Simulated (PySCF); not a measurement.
**Telling isomers of C5H4ClF3O apart by NMR**

Level of theory: geometry: GFN2-xTB, NMR shieldings at PBE0/pcSseg-1/GIAO, in PySCF 2.14 (no relativistic terms, no solvent, fast rotation and ring inversion assumed for equivalent nuclei, a single conformation).

Shifts are taken against calculated references (same method and geometry level): ¹H (σref 31.72) and ¹³C (σref 186.93) vs TMS. Splittings of carbon signals by F and P are missing where no couplings were computed. Where no couplings were computed, multiplicities follow the n + 1 count of equivalent neighbours, and m marks all less simple cases (inequivalent or close neighbours, rings, F or P nearby). Shifts are as computed. Against solution values, carbons near 30 ppm lie about +3 ppm off and those near 130 ppm about +5 ppm; carbons on Cl a further +6 ppm. Of 1211 compounds with measured shifts, 218 miss one by over three times the rms of a fit or turn the order of signals round; such compounds aren't used in these exercises. Carbons bonded to Cl come out too deshielded.

(1) Tabulate the signals of `C/C=C(\C(=O)Cl)C(F)(F)F`, `O=C1C[C@@H](Cl)[C@H]1C(F)(F)F`, `C=CO/C(=C\Cl)C(F)(F)F` and their relative energies.

(2) What is the quickest way to tell C/C=C(\C(=O)Cl)C(F)(F)F from C=CO/C(=C\Cl)C(F)(F)F?

(3) What is the quickest way to tell O=C1C[C@@H](Cl)[C@H]1C(F)(F)F from C=CO/C(=C\Cl)C(F)(F)F?

(4) What is the quickest way to tell C/C=C(\C(=O)Cl)C(F)(F)F from O=C1C[C@@H](Cl)[C@H]1C(F)(F)F?

## Answers

(1) 
| SMILES | carbon types | δC | δH | E rel. (kcal/mol) |
| --- | --- | --- | --- | --- |
| C/C=C(\C(=O)Cl)C(F)(F)F | 3×C 1×CH 1×CH3 | 173.0, 166.0, 133.7, 131.1, 19.8 | 7.61 (m, 1H), 2.58 (d, 3H) | 0.0 |
| O=C1C[C@@H](Cl)[C@H]1C(F)(F)F | 2×C 2×CH 1×CH2 | 199.0, 131.8, 71.3, 62.2, 47.9 | 4.49 (m, 1H), 3.76 (m, 1H), 3.69 (m, 1H), 3.64 (m, 1H) | 6.5 |
| C=CO/C(=C\Cl)C(F)(F)F | 2×C 2×CH 1×CH2 | 157.3, 152.7, 130.0, 129.7, 99.1 | 6.80 (m, 1H), 6.71 (m, 1H), 4.71 (m, 1H), 4.66 (m, 1H) | 35.1 |

Energies are electronic energies at PBE0/pcSseg-1 on these geometries, without zero-point or thermal terms, each for the one conformer computed, which needn't be the lowest.

(2) Both give the same number of carbon signals, but DEPT or the intensities differ. The first has an allylic methyl carbon (CH3) at 19.8 ppm, the second a β carbon of an enol-ether or enamine type C=C (CH2) at 99.1 ppm. Their most deshielded carbons lie at 173.0 and 157.3 ppm. In the proton spectra the most deshielded non-exchanging signals are 7.61 (m, 1H) and 6.80 (m, 1H).

(3) Both give the same number of carbon signals, with the same numbers of each carbon type, so the positions decide. The first has an sp3 CH bonded to Cl at 47.9 ppm, the second an alkene carbon bearing oxygen (CH) at 157.3 ppm. Their most deshielded carbons lie at 199.0 and 157.3 ppm. In the proton spectra the most deshielded non-exchanging signals are 4.49 (m, 1H) and 6.80 (m, 1H).

(4) Both give the same number of carbon signals, but DEPT or the intensities differ. The first has a β carbon of a C=C–C=O unit (CH) at 166.0 ppm, the second an sp3 CH α to a carbonyl at 71.3 ppm. Their most deshielded carbons lie at 173.0 and 199.0 ppm. In the proton spectra the most deshielded non-exchanging signals are 7.61 (m, 1H) and 4.49 (m, 1H).
